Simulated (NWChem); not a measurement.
System: SiH$_{3}$OBr; SMILES O[SiH2]Br

Output (shortened):

```
             Northwest Computational Chemistry Package (NWChem) 7.3.0
             --------------------------------------------------------

 C1  symmetry detected

                             Geometry "geometry" -> ""
                             -------------------------

 Output coordinates in angstroms (scale by  1.889725989 to convert to a.u.)

  No.       Tag          Charge          X              Y              Z
 ---- ---------------- ---------- -------------- -------------- --------------
    1 Si                  14.0000    -0.55565704    -1.08562354     0.00576408
    2 O                    8.0000     0.73886828    -2.11021131    -0.06180707
    3 Br                  35.0000     0.09129400     1.05019775    -0.00806463
    4 H                    1.0000    -1.35408898    -1.34080793    -1.21522217
    5 H                    1.0000    -1.34986624    -1.26063638     1.25368089
    6 H                    1.0000     1.37691754    -2.07505678     0.65756295

 Effective nuclear repulsion energy (a.u.)     237.1176977439

  pbe96 is a nonlocal functional; adding pw91lda local functional.

                                 NWChem DFT Module
                                 -----------------

 Summary of "ao basis" -> "ao basis" (spherical)
 ------------------------------------------------------------------------------
       Tag                 Description            Shells   Functions and Types
 ---------------- ------------------------------  ------  ---------------------
 Si                          6-31g*                  8       18   4s3p1d
 O                           6-31g*                  6       14   3s2p1d
 Br                          6-31g*                 12       32   5s4p3d
 H                           6-31g*                  2        2   2s

            General Information
            -------------------
          SCF calculation type: DFT
          Wavefunction type:  closed shell.
          No. of atoms     :     6
          No. of electrons :    60
           Alpha electrons :    30
            Beta electrons :    30
          Charge           :     0
          Spin multiplicity:     1
          Use of symmetry is: off; symmetry adaption is: off
          Maximum number of iterations: 150
          AO basis - number of functions:    70
                     number of shells:    32
          Convergence on energy requested:  1.00D-06
          Convergence on density requested:  1.00D-05
          Convergence on gradient requested:  5.00D-04

              XC Information
              --------------
                     Hartree-Fock (Exact) Exchange  1.000
                     LC-wPBE(h)Exchange Functional  0.800
            Perdew 1991 LDA Correlation Functional  1.000 local
           PerdewBurkeErnz. Correlation Functional  1.000 non-local

           Range-Separation Parameters
           ---------------------------
           Alpha           :  0.20
           Beta            :  0.80
           Gamma           :  0.20
           Short-Range HF  :     F

             Grid Information
             ----------------
          Grid used for XC integration:  medium
          Radial quadrature: Mura-Knowles
          Angular quadrature: Lebedev.
          Tag              B.-S. Rad. Rad. Pts. Rad. Cut. Ang. Pts.
          ---              ---------- --------- --------- ---------
          Si                  1.10       88           8.0       590
          O                   0.60       49          10.0       434
          Br                  1.15      112          10.0       590
          H                   0.35       45          10.0       434
          Grid pruning is: on
          Number of quadrature shells:   384
          Spatial weights used:  Erf1

      Superposition of Atomic Density Guess
      -------------------------------------

 Sum of atomic energies:       -2937.15363590

      Non-variational initial energy
      ------------------------------

 Total energy =   -2937.912375
 1-e energy   =   -4558.776662
 2-e energy   =    1383.746589
 HOMO         =      -0.365655
 LUMO         =       0.051716

   convergence    iter        energy       DeltaE   RMS-Dens  Diis-err
 ---------------- ----- ----------------- --------- --------- ---------
 d= 0,ls=0.0,diis     1  -2939.8662860703 -3.18D+03  1.21D-02  5.92D-01
 d= 0,ls=0.0,diis     2  -2939.8836924340 -1.74D-02  5.53D-03  5.17D-01
 d= 0,ls=0.0,diis     3  -2939.9313073136 -4.76D-02  1.17D-03  1.35D-02
 d= 0,ls=0.0,diis     4  -2939.9324898813 -1.18D-03  3.87D-04  1.40D-03
 d= 0,ls=0.0,diis     5  -2939.9326364152 -1.47D-04  6.79D-05  2.65D-05
  Resetting Diis
 d= 0,ls=0.0,diis     6  -2939.9326393591 -2.94D-06  2.73D-05  2.03D-06
 d= 0,ls=0.0,diis     7  -2939.9326397105 -3.51D-07  8.09D-06  1.32D-07

         Total DFT energy =    -2939.932639710485
      One electron energy =    -4561.355396665305
           Coulomb energy =     1505.831987278705
    Exchange-Corr. energy =     -121.526928067784
 Nuclear repulsion energy =      237.117697743899

 Numeric. integr. density =       60.000005243440

                       DFT Final Molecular Orbital Analysis
                       ------------------------------------

 Vector   28  Occ=2.000000D+00  E=-4.108463D-01
              MO Center=  1.9D-01, -9.7D-01,  1.5D-01, r^2= 3.5D+00
   Bfn.  Coefficient  Atom+Function         Bfn.  Coefficient  Atom+Function
  ----- ------------  ---------------      ----- ------------  ---------------
    44      0.359456  3 Br py                22      0.285363  2 O  py
    21      0.265641  2 O  px                23     -0.256775  2 O  pz
    26      0.224775  2 O  py                68      0.216159  5 H  s
    43      0.207647  3 Br px                25      0.205280  2 O  px
    27     -0.201259  2 O  pz                40     -0.160114  3 Br py

[...]
```

Level: LRC-wPBEh/6-31G* (spherical d), vertical spin-unrestricted ions. Geometry: optimised at PBE0/def2-SVP.

Question: Which NWChem input produces such a log?

Answer: One answer among several that fit: the input that was run:
```
start job
memory heap 200 mb stack 900 mb global 1100 mb
geometry units angstroms noautoz
  Si    -0.511501    -1.067807    -0.017602
  O      0.817879    -2.045173    -0.105045
  Br     0.058304     1.089859    -0.034008
  H     -1.316387    -1.348634    -1.228682
  H     -1.282331    -1.274053     1.240165
  H      1.463734    -1.988827     0.605963
end
basis spherical
  * library 6-31g*
end
dft
  xc xwpbe 0.80 cpbe96 1.0 hfexch 1.00
  cam 0.2 cam_alpha 0.2 cam_beta 0.8
  iterations 150
  vectors input atomic output neutral.movecs
end
task dft energy
charge 1
dft
  odft
  mult 2
  vectors input atomic output cation.movecs
end
task dft energy
```
